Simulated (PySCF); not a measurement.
Several structures and their simulated spectra, in scrambled order.

A. SMILES [SiH2]1[SiH2][SiH](COC)[SiH2]1
B. `C#Cc1cccn1[SiH2]Cl`
C. SMILES C=Cc1ccpc(C(F)(F)F)p1

Spectrum 1. $^{1}$H NMR (400 MHz, computed): δ 7.15 (m, 1H), 6.92 (m, 1H), 6.59 (m, 1H), 5.92 (s, 2H), 3.20 (s, 1H). $^{13}$C{$^{1}$H} NMR (computed): δ 130.4 (CH), 129.3 (CH), 119.3 (C), 118.1 (CH), 92.5 (CH), 80.4 (C).

Spectrum 2. $^{1}$H NMR (400 MHz, computed): δ 9.45 (m, 1H), 8.96 (m, 1H), 7.58 (m, 1H), 6.69 (m, 1H), 5.91 (m, 1H). $^{13}$C{$^{1}$H} NMR (computed): δ 204.7 (C), 174.0 (C), 162.5 (CH), 147.1 (CH), 136.8 (C), 132.7 (CH), 119.5 (CH2).

Spectrum 3. $^{1}$H NMR (400 MHz, computed): δ 4.75 (m, 1H), 4.22 (m, 2H), 4.16 (m, 2H), 4.06 (m, 1H), 4.02 (m, 1H), 3.56 (d, 2H), 3.54 (s, 3H). $^{13}$C{$^{1}$H} NMR (computed): δ 67.8 (CH2), 64.9 (CH3).

- GFN2-xTB structure
- PBE0/pcSseg-1 with gauge-including orbitals
- run in PySCF 2.14
- non-relativistic, a single conformation, averaged over atoms made equivalent by symmetry, fast rotation or ring inversion, gas phase

Referencing at the same level of theory: $^{1}$H (σref 31.72) and $^{13}$C (σref 186.93) vs TMS. Splittings of carbon signals by F and P are missing where no couplings were computed. Where no couplings were computed, multiplicities follow the n + 1 count of equivalent neighbours, and m marks all less simple cases (inequivalent or close neighbours, rings, F or P nearby). Shifts are as computed. Against solution values, carbons near 30 ppm lie about +3 ppm off and those near 130 ppm about +5 ppm. Of 1211 compounds with measured shifts, 218 miss one by over three times the rms of a fit or turn the order of signals round; such compounds aren't used in these exercises.

Which spectrum belongs to which compound?

## Answers

1–B, 2–C, 3–A.

- Spectrum 1 (B): 6 $^{13}$C signals; δC 130.4 is an aromatic CH; δC 92.5 is a terminal alkyne carbon.
- Spectrum 2 (C): 7 $^{13}$C signals; δC 147.1 is an alkene CH; δC 136.8 is a CF3 carbon.
- Spectrum 3 (A): 2 $^{13}$C signals; δC 67.8 is an sp3 CH2 bonded to O and Si; δC 64.9 is a methyl carbon bonded to O.
